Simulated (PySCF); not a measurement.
Calculated NMR parameters of C=CCC(=C=O)[SiH2]CC

| Quantity | Value |
| --- | --- |
| Formula | C7H12OSi |
| SMILES | C=CCC(=C=O)[SiH2]CC |
| Point group of the computed structure | C1 |
| Degrees of unsaturation | 3 |
| Carbon signals | 7 |
| Proton signals | 7 |

Atom-mapped SMILES (the numbers label the heavy atoms): `[CH2:1]=[CH:2][CH2:3][C:4](=[C:5]=[O:6])[SiH2:7][CH2:8][CH3:9]` (H(Xn): hydrogen on atom n). Ha(C1) is cis to C3; Hb(C1) is trans to C3.

Computational details: shielding tensors at PBE0/pcSseg-1 (GIAO), structure optimised with GFN2-xTB, in PySCF 2.14.0 with density-fitted response routines (non-relativistic, gas phase, fast rotation and ring inversion assumed for equivalent nuclei, one conformer).

δ = σ(ref) − σ, references computed at the same level: ¹H (σref 31.72) and ¹³C (σref 186.93) and ²⁹Si (σref 349.16) vs TMS; ¹⁷O (σref 336.08) vs H2O.

```tsv
carbon	δC, type	δH (multiplicity)	HMBC from (2–3 bonds)	span of the C tensor (ppm)
C1	121.2, CH2	Ha(C1) 5.39 (m); Hb(C1) 5.23 (m)	H(C2), H(C3)	204
C2	150.4, CH	6.06 (m)	Ha(C1), Hb(C1), H(C3)	238
C3	34.2, CH2	2.84 (d)	H(C2), Ha(C1), Hb(C1), H(Si7)	32
C4	8.3, C	–	H(C2), H(Si7), H(C3), H(C8)	82
C5	184.8, C	–	H(Si7), H(C3)	271
C8	11.8, CH2	1.16 (m)	H(Si7), H(C9)	24
C9	10.3, CH3	1.04 (m)	H(Si7), H(C8)	19
```

Other nuclei:
```csv
atoms,nucleus,environment,δ (ppm),σ (ppm)
H(Si7),¹H,hydrogen on a silicon bonded to 2 C,4.47,27.25
Si7,²⁹Si,"silicon bonded to 2 C, 2 H",-23.8,373.0
O6,¹⁷O,carbonyl oxygen,320.5,15.6
```

1. Carbon types of the structure: 2 × C, 1 × CH, 3 × CH2, 1 × CH3, leaving 2 H on heteroatoms.
2. δC 184.8: central carbon of a ketene.
3. δC 150.4: alkene CH; the olefinic region.
4. δC 121.2: terminal =CH2 carbon; as expected for a trigonal carbon in a double bond.
5. δH 5.39, 5.23: hydrogen on a terminal =CH2 carbon; olefinic region.
6. δH 2.84: hydrogen on an allylic sp3 CH2; allylic position.

Shifts are as computed. Against solution values, carbons near 30 ppm lie about +3 ppm off and those near 130 ppm about +5 ppm. Of 1309 compounds with measured shifts, 239 miss one by over three times the rms of a fit or turn the order of signals round; such compounds aren't used in these exercises. Unscaled 17O shifts of doubly bonded oxygen tend to come out too high, by tens of ppm or more. Experimental scales use liquid or dissolved standards, which lie at an offset from isolated H2O (liquid H2O: subtract about 36 ppm). No couplings were computed; multiplicities are counted from neighbouring protons, with m where these are inequivalent, close in shift, in a saturated or five-membered ring or joined by F or P, and br s for small geminal =CH2 splittings.
